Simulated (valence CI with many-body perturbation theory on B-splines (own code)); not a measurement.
# Al6+: calculated level list

Computed by relativistic CI+MBPT: five valence electrons over a frozen Dirac-Fock core [He], a basis of 11 s, 11 p, 10 d, 8 f, 5 g, 2 h functions for each j, with the one-electron correlation potential Σ1 (screened to all orders), the two-electron term Σ2, the three-electron term Σ3, Breit, model QED; selected single and double excitations, second order for the rest, scaled by the run's own slope (own B-spline code, finite nucleus).

Against 28 measured levels this calculation errs by 260 cm⁻¹ on average and by 599 at most. These come from a selection out of NIST levels in Kelleher and Podobedova, J. Phys. Chem. Ref. Data 37, 709 (2008); Martin and Zalubas, J. Phys. Chem. Ref. Data 8, 817 (1979). Levels without a partner in it may be off by more. Among the levels kept, up to 5600 cm⁻¹ of a level comes from second order outside the variational space, and about a tenth of that is noise between levels of different J, which matters for small intervals. 2 measured levels below the end of the list, from 1318010 cm⁻¹ on, found no clear computed partner, and computed levels of the same name lie up to 5257 cm⁻¹ from them.

Levels 91 to 135 of 192, with energies above the lowest level, 2s²2p³ ⁴S°_3/2. "Leading %" is the weight of the configuration and term that name the level; weights of strongly mixed levels are sums over their largest components and can fall short. Lifetimes count E1, E2, E3, M1 and M2 decay at the calculated energies, and are blank where another channel may lead or the interval is too uncertain; long ones can be off by a factor of two.

| No. | Configuration | Term | J | E (cm⁻¹) | Leading % | Lifetime | g |
| --- | --- | --- | --- | --- | --- | --- | --- |
| 91 | 2s2p³3d | ⁶D° | 3/2 | 1444100 | 99 | 1.07 ns | 1.868 |
| 92 | 2s2p³3s | ⁴P° | 1/2 | 1461500 | 96 | 17.8 ps | 2.668 |
| 93 | 2s2p³3s | ⁴P° | 3/2 | 1461500 | 96 | 17.8 ps | 1.733 |
| 94 | 2s2p³3s | ⁴P° | 5/2 | 1461600 | 96 | 17.8 ps | 1.599 |
| 95 | 2s2p³3d | ⁴D° | 1/2 | 1472700 | 98 | 5.19 ps | -0.001 |
| 96 | 2s2p³3d | ⁴D° | 7/2 | 1472800 | 98 | 5.12 ps | 1.429 |
| 97 | 2s2p³3d | ⁴D° | 3/2 | 1472800 | 98 | 5.18 ps | 1.200 |
| 98 | 2s2p³3d | ⁴D° | 5/2 | 1472800 | 98 | 5.17 ps | 1.372 |
| 99 | 2s2p³3s | ²P° | 1/2 | 1484800 | 95 | 13.6 ps | 0.665 |
| 100 | 2s2p³3s | ²P° | 3/2 | 1484900 | 95 | 13.6 ps | 1.332 |
| 101 | 2s2p³3p | ⁴D | 1/2 | 1485700 | 95 | 135 ps | 0.022 |
| 102 | 2s2p³3p | ⁴D | 3/2 | 1485900 | 94 | 142 ps | 1.197 |
| 103 | 2s2p³3p | ⁴D | 5/2 | 1486100 | 96 | 298 ps | 1.364 |
| 104 | 2s2p³3p | ⁴D | 7/2 | 1486400 | 96 | 304 ps | 1.424 |
| 105 | 2s2p³3p | ²P | 3/2 | 1489100 | 92 | 8.67 ps | 1.311 |
| 106 | 2s2p³3p | ⁴F | 3/2 | 1489700 | 95 | 230 ps | 0.426 |
| 107 | 2s2p³3p | ⁴F | 5/2 | 1489900 | 95 | 383 ps | 1.036 |
| 108 | 2s2p³3p | ⁴F | 7/2 | 1490000 | 95 | 382 ps | 1.243 |
| 109 | 2s2p³3p | ²P | 1/2 | 1490000 | 93 | 8.53 ps | 0.643 |
| 110 | 2s2p³3p | ⁴F | 9/2 | 1490100 | 98 | 421 ps | 1.333 |
| 111 | 2s2p³3p | ²F | 7/2 | 1498500 | 98 | 9.58 ps | 1.143 |
| 112 | 2s2p³3p | ²F | 5/2 | 1498900 | 98 | 9.57 ps | 0.857 |
| 113 | 2s2p³3p | ⁴P | 1/2 | 1510500 | 80 | 114 ps | 2.669 |
| 114 | 2s2p³3p | ⁴P | 3/2 | 1510700 | 85 | 123 ps | 1.736 |
| 115 | 2s2p³3p | ⁴P | 5/2 | 1511000 | 88 | 135 ps | 1.600 |
| 116 | 2s2p³3p | ²D | 5/2 | 1523200 | 96 | 8.89 ps | 1.200 |
| 117 | 2s2p³3p | ²D | 3/2 | 1523600 | 96 | 8.76 ps | 0.804 |
| 118 | 2s2p³3p | ⁴S | 3/2 | 1533100 | 96 | 115 ps | 1.992 |
| 119 | 2s²2p²4s | ⁴P | 1/2 | 1535600 | 63 | 27.7 ps | 2.540 |
| 120 | 2s²2p²4s | ⁴P | 3/2 | 1536500 | 56 | 31.4 ps | 1.673 |
| 121 | 2s2p³3p | ⁴D | 1/2 | 1536800 | 95 | 116 ps | 0.041 |
| 122 | 2s2p³3p | ⁴D | 5/2 | 1536900 | 97 | 150 ps | 1.372 |
| 123 | 2s2p³3p | ⁴D | 3/2 | 1536900 | 88 | 119 ps | 1.254 |
| 124 | 2s2p³3p | ⁴D | 7/2 | 1537000 | 98 | 162 ps | 1.428 |
| 125 | 2s²2p²4s | ⁴P | 5/2 | 1537700 | 64 | 30.3 ps | 1.598 |
| 126 | 2s²2p²4s | ²P | 1/2 | 1538200 | 69 | 9.51 ps | 0.752 |
| 127 | 2s²2p²4s | ²P | 3/2 | 1540500 | 65 | 8.52 ps | 1.342 |
| 128 | 2s2p³3p | ²P | 1/2 | 1549700 | 75 | 19.8 ps | 0.676 |
| 129 | 2s2p³3p | ²P | 3/2 | 1551100 | 68 | 24.0 ps | 1.337 |
| 130 | 2s²2p²4p | ²S° | 1/2 | 1552100 | 60 | 13.8 ps | 1.995 |
| 131 | 2s2p³3s | ²D° | 3/2 | 1552700 | 85 | 12.9 ps | 0.799 |
| 132 | 2s2p³3s | ²D° | 5/2 | 1552900 | 87 | 12.5 ps | 1.200 |
| 133 | 2s2p³3p | ⁴P | 1/2 | 1553300 | 80 | 234 ps | 2.658 |
| 134 | 2s2p³3p | ⁴P | 3/2 | 1553800 | 67 | 54.2 ps | 1.613 |
| 135 | 2s2p³3p | ²D | 3/2 | 1554000 | 85 | 9.86 ps | 0.915 |

Names give the largest LS component (configuration and term), which can be under half, so a name can repeat, a term be missing and a line seem to break the LS rules; names also repeat where a configuration has a term twice.

Where two levels of one J and parity lie close, their mixing, g and order are uncertain.
